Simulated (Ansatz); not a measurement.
C8H20Si, SMILES `CC[Si](CC)(CC)CC`. The species carries charge 0 and has multiplicity 1.

Cartesian coordinates in Å:
```
C 2.180 -1.869 -0.157
C 1.603 -0.604 -0.785
Si -0.001 -0.001 -0.001
C -1.331 -1.327 -0.153
C -1.666 -1.729 -1.586
C -0.547 1.566 -0.895
C -1.841 2.178 -0.367
C 0.271 0.361 1.828
C 1.330 1.422 2.113
H 2.405 -1.723 0.903
H 3.107 -2.182 -0.645
H 1.480 -2.705 -0.225
H 1.422 -0.763 -1.855
H 2.336 0.210 -0.733
H -1.006 -2.204 0.419
H -2.232 -0.966 0.358
H -2.026 -0.876 -2.168
H -0.790 -2.126 -2.106
H -2.442 -2.498 -1.625
H -0.647 1.334 -1.961
H 0.269 2.296 -0.832
H -1.754 2.451 0.688
H -2.118 3.084 -0.914
H -2.678 1.480 -0.451
H 0.536 -0.579 2.327
H -0.689 0.660 2.264
H 1.071 2.380 1.653
H 1.452 1.601 3.185
H 2.307 1.130 1.720
```

Problem. Give the diagnostics of a CCSD(T)/def2-TZVPP run (frozen core, Ansatz 0.2.0). (An estimate is asked.)

Solution. Ansatz gave: T1 = 0.0092, largest single amplitude 0.009, largest double 0.007, (T) share of the correlation energy 3.8 %, 8 CCSD cycles. The RHF solution is stable towards an unrestricted one. T1 lies under the customary mark of 0.02 for closed shells.
